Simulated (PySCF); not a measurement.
**Electron correlation in Ce³⁺ (cerium, charge +3)**

[Xe] 4f1, 2F determinant. Calculation: PySCF 2.14, in cc-pVDZ-X2C; the spin-free X2C one-electron Hamiltonian (Gaussian nucleus). Frozen: [Kr] 4d10; 9 electrons correlated.

| level | correlation energy (mhartree) |
| --- | --- |
| CCSD | -207.48 |
| (T) | -5.37 |
| CCSD(T) | -212.85 |

Diagnostics: T1 = 0.0044, D1 = 0.0181, largest double amplitude 0.033.

Q: Is a single reference adequate?

A: Yes, within this model without spin-orbit coupling: T1 lies below 0.03 and no double amplitude reaches 0.07.
